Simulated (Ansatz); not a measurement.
Ansatz (an electronic-structure program) input (wB97X-V/def2-TZVP):

Ansatz 0.2 input:
```yaml
crystal:
  periodic: [false, false, false]
  atoms:
    - {symbol: O, position_ang: [-0.00000000, -0.00000000, -1.13481261]}
    - {symbol: C, position_ang: [0.00000000, 0.00000000, 0.04054995]}
    - {symbol: N, position_ang: [0.00000000, 0.00000000, 1.26217160]}
basis:
  gaussian:
    orbitals: def2-TZVP
hamiltonian:
  xc: {name: wB97X-V}
magnetization: {spin_polarized: true, initial_magnetization: 1}
relax: {f_tol: 0.003, max_steps: 100}
```

Output:

```
Functional definition: wB97X-V
integrals: 0.02 GiB planned
486 factors; their error is unknown
integrals: 0.06 GiB planned
108 factors; integrals over basis functions are off by at most 1.4e-5 eV
mean field: 0.34 GiB planned
mean field evaluation 1: about -4569.9891 eV, gradient 2.3e1 eV
mean field evaluation 2: about -4570.1167 eV, gradient 2.4e1 eV
mean field evaluation 4: about -4571.8607 eV, gradient 1.6e0 eV
mean field evaluation 8: about -4571.8766 eV, gradient 5.6e-2 eV
mean field evaluation 16: about -4571.8870 eV, gradient 9.2e-5 eV
mean field -4571.88698918 eV, -168.0137479159 hartree, gradient 6.6e-5 eV, S^2 0.766206; 0 other end points of the search recorded, 0 dependent functions left out
the calculation of the forces begins
reference -4571.88698817 eV, -168.0137478790 hartree; 11, 10 occupied and 82, 83 virtual orbitals, 486 factors
relax step   1: F+E_penalty+E_count = -4571.88698918 eV  Δ(F+E_penalty+E_count) = +0.000e0 eV  max|allowed force component| = 3.939e-1 eV/Å  Δτ_max = 0.0000 Å  (38 SCF iters, accepted)
these checks for a lower state are left out or cut short: starts, cluster_reference, orbital_swaps, neighbouring_geometries, increment
integrals: 0.02 GiB planned
486 factors; their error is unknown
integrals: 0.06 GiB planned
108 factors; integrals over basis functions are off by at most 1.4e-5 eV
mean field: 0.34 GiB planned
mean field -4571.88753290 eV, -168.0137678973 hartree, gradient 1.6e-5 eV, S^2 0.765909; 0 other end points of the search recorded, 0 dependent functions left out
the calculation of the forces begins
reference -4571.88753189 eV, -168.0137678603 hartree; 11, 10 occupied and 82, 83 virtual orbitals, 486 factors
relax step   2: F+E_penalty+E_count = -4571.88753290 eV  Δ(F+E_penalty+E_count) = -5.437e-4 eV  max|allowed force component| = 1.473e-1 eV/Å  Δτ_max = 0.0012 Å  (45 SCF iters, accepted)
these checks for a lower state are left out or cut short: starts, cluster_reference, orbital_swaps, neighbouring_geometries, increment
integrals: 0.02 GiB planned
486 factors; their error is unknown
integrals: 0.06 GiB planned
108 factors; integrals over basis functions are off by at most 1.4e-5 eV
mean field: 0.34 GiB planned
mean field evaluation 32: about -4571.8876 eV, gradient 2.2e-3 eV
mean field -4571.88761442 eV, -168.0137708932 hartree, gradient 1.6e-5 eV, S^2 0.765757; 0 other end points of the search recorded, 0 dependent functions left out
the calculation of the forces begins
reference -4571.88761341 eV, -168.0137708563 hartree; 11, 10 occupied and 82, 83 virtual orbitals, 486 factors
relax step   3: F+E_penalty+E_count = -4571.88761442 eV  Δ(F+E_penalty+E_count) = -8.152e-5 eV  max|allowed force component| = 1.969e-2 eV/Å  Δτ_max = 0.0008 Å  (44 SCF iters, accepted)
these checks for a lower state are left out or cut short: starts, cluster_reference, orbital_swaps, neighbouring_geometries, increment
integrals: 0.02 GiB planned
486 factors; their error is unknown
integrals: 0.06 GiB planned
108 factors; integrals over basis functions are off by at most 1.4e-5 eV
mean field: 0.34 GiB planned
mean field -4571.88761715 eV, -168.0137709935 hartree, gradient 3.7e-5 eV, S^2 0.765755; 0 other end points of the search recorded, 0 dependent functions left out
the calculation of the forces begins
reference -4571.88761614 eV, -168.0137709566 hartree; 11, 10 occupied and 82, 83 virtual orbitals, 486 factors
relax step   4: F+E_penalty+E_count = -4571.88761715 eV  Δ(F+E_penalty+E_count) = -2.729e-6 eV  max|allowed force component| = 4.149e-3 eV/Å  Δτ_max = 0.0002 Å  (31 SCF iters, accepted)
these checks for a lower state are left out or cut short: starts, cluster_reference, orbital_swaps, neighbouring_geometries, increment
integrals: 0.02 GiB planned
486 factors; their error is unknown
integrals: 0.06 GiB planned
108 factors; integrals over basis functions are off by at most 1.4e-5 eV
mean field: 0.34 GiB planned
mean field -4571.88761728 eV, -168.0137709981 hartree, gradient 1.9e-5 eV, S^2 0.765758; 0 other end points of the search recorded, 0 dependent functions left out
the calculation of the forces begins
reference -4571.88761627 eV, -168.0137709612 hartree; 11, 10 occupied and 82, 83 virtual orbitals, 486 factors
relax step   5: F+E_penalty+E_count = -4571.88761728 eV  Δ(F+E_penalty+E_count) = -1.264e-7 eV  max|allowed force component| = 9.775e-5 eV/Å  Δτ_max = 0.0000 Å  (28 SCF iters, accepted)
integrals: 0.02 GiB planned
486 factors; their error is unknown
integrals: 0.06 GiB planned
108 factors; integrals over basis functions are off by at most 1.4e-5 eV
mean field: 0.34 GiB planned
mean field evaluation 64: about -4571.8876 eV, gradient 6.7e-5 eV
mean field -4571.88761728 eV, -168.0137709981 hartree, gradient 2.0e-5 eV, S^2 0.765758; 1 other end points of the search recorded, 0 dependent functions left out
the calculation of the forces begins
reference -4571.88761627 eV, -168.0137709612 hartree; 11, 10 occupied and 82, 83 virtual orbitals, 486 factors
Total energy: -4571.88761627 eV, -168.0137709612 hartree
Atom 0 at     0.000000    -0.000000    -1.133324 Å, force    -0.000000    -0.000000     0.000075 eV/Å
Atom 1 at     0.000000    -0.000000     0.038550 Å, force    -0.000000    -0.000000    -0.000098 eV/Å
Atom 2 at    -0.000000     0.000000     1.262683 Å, force     0.000000    -0.000000     0.000022 eV/Å
Dipole moment:    -0.000000     0.000000    -0.147964 e Å
```

It need not be the lowest isomer of its formula.
